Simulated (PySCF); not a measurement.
# Field gradients at the hydrogen positions

Species: C₅H₁₂Si₃.
Cartesian coordinates in Å at the GFN2-xTB level; atoms count from 1:
```xyz
20
C5H12Si3 angstrom
C      3.319   -0.219   -1.476
C      2.598    0.391   -0.730
Si     1.443    1.248    0.437
Si     0.986    0.165    2.448
C     -0.493   -0.379    1.346
C     -0.372    0.612    0.162
C     -0.703   -0.005   -1.192
Si    -2.476   -0.682   -1.316
H      3.955   -0.739   -2.133
H      1.639    2.687    0.195
H      0.578    0.983    3.597
H      1.776   -0.952    2.979
H     -0.335   -1.396    0.984
H     -1.482   -0.364    1.802
H     -1.067    1.443    0.333
H      0.017   -0.800   -1.405
H     -0.555    0.752   -1.968
H     -2.651   -1.876   -0.486
H     -3.421    0.348   -0.871
H     -2.761   -1.034   -2.709
```

Level: PBE0/pcSseg-1 (PySCF, non-relativistic); Q(2H) = 0.00286 b; rigid geometry, the same for H and D, with no vibrational averaging.

Question: Rank these positions by the coupling χzz of a deuteron there, largest first.
A. H14 (methylene hydrogen)
B. H9 (alkyne hydrogen)
C. H20 (Si–H hydrogen)
D. H15 (methine hydrogen)
E. H17 (methylene hydrogen)

Answer: B (260 kHz), A (214 kHz), E (207 kHz), D (202 kHz), C (109 kHz).

Tabulate Vzz, the asymmetry η and χzz = 234.96 MHz × Q × Vzz for every hydrogen position.

| atom | bonded to | bond length (Å) | Vzz (au) | η | χzz (kHz) |
| --- | --- | --- | --- | --- | --- |
| H9 | C1 | 1.053 | 0.3869 | 0.00 | 260 |
| H10 | Si3 | 1.472 | 0.1574 | 0.01 | 106 |
| H11 | Si4 | 1.469 | 0.1611 | 0.02 | 108 |
| H12 | Si4 | 1.467 | 0.1624 | 0.02 | 109 |
| H13 | C5 | 1.091 | 0.3115 | 0.03 | 209 |
| H14 | C5 | 1.090 | 0.3182 | 0.03 | 214 |
| H15 | C6 | 1.096 | 0.3008 | 0.04 | 202 |
| H16 | C7 | 1.093 | 0.3052 | 0.04 | 205 |
| H17 | C7 | 1.094 | 0.3074 | 0.03 | 207 |
| H18 | Si8 | 1.465 | 0.1629 | 0.01 | 109 |
| H19 | Si8 | 1.467 | 0.1616 | 0.01 | 109 |
| H20 | Si8 | 1.465 | 0.1624 | 0.00 | 109 |

Average by the element that carries the hydrogen.

on C: 216 kHz over 6 positions, mean bond length 1.086 Å; on Si: 108 kHz over 6 positions, mean bond length 1.467 Å.

How does χzz go with the bond length over the 6 C–H bonds?

A straight-line fit has a slope of -13.1 kHz for each 0.01 Å, with a correlation coefficient of -1.00, over lengths from 1.053 to 1.096 Å. The longer bonds have the smaller couplings here.

Give the 2H NMR doublet splittings at H18 for a magnetic field along the z, y and x axes of the gradient: 3χ/2, 3χ(1 + η)/4, 3χ(1 − η)/4.

With |χ| = 109.4 kHz and η = 0.010: 164, 83 and 81 kHz, to first order and without motion.

Geometry: GFN2-xTB, one conformer, isolated molecule. GFN2-xTB bond lengths can be off by several hundredths of an ångström, more for odd bonds, and the gradients follow them. With a basis this small, the couplings can be 20 % off.

These values come from a run that also computed NMR shieldings. Hardware: one thread of an Arm Neoverse N1, no GPU, shared host with 64 logical CPUs at a one-minute load of 58. Cost: 1.7 min (with the writing of density and orbital grids), 1.1 GiB resident at most.
